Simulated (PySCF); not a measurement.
Xenon: a sound run and one with changed settings

Sound run: Xe⁺ [Kr] 4d10 5s2 5p5, Xe²⁺ [Kr] 4d10 5s2 5p4. All numbers are calculated (PySCF 2.14, scalar relativity through the core potential, in def2-TZVP with the def2 core potential (28 electrons) (6s5p3d2f, 50 functions)). The sound run starts from symmetry-adapted Hartree-Fock orbitals and uses a fine grid where one is needed.

A second run was set up differently.

```
species  method  sound run (hartree)  changed run (hartree)  converged
    Xe⁺     UHF           -327.87704             -327.87704        yes
    Xe⁺  r2SCAN           -329.03036             -338.79512         no
    Xe⁺    TPSS           -328.78719             -337.13955        yes
   Xe²⁺     UHF           -327.13922             -327.13922        yes
   Xe²⁺  r2SCAN           -328.25425             -337.40044        yes
   Xe²⁺    TPSS           -328.01214             -335.76534        yes
```

Ionisation energy of Xe⁺:

```
method  sound run (eV)  changed run (eV)
   UHF          20.077            20.077
```

(1) What was changed?
A. all electrons correlated in a valence basis
B. too few SCF iterations
C. level shift left on
D. angular grid far too coarse

Results:

(1) D. It used 6 angular points. A coarse angular grid integrates products of high-l functions wrongly, so density functionals can shift, and the SCF can exploit the error; Hartree-Fock and MP2 need no grid.
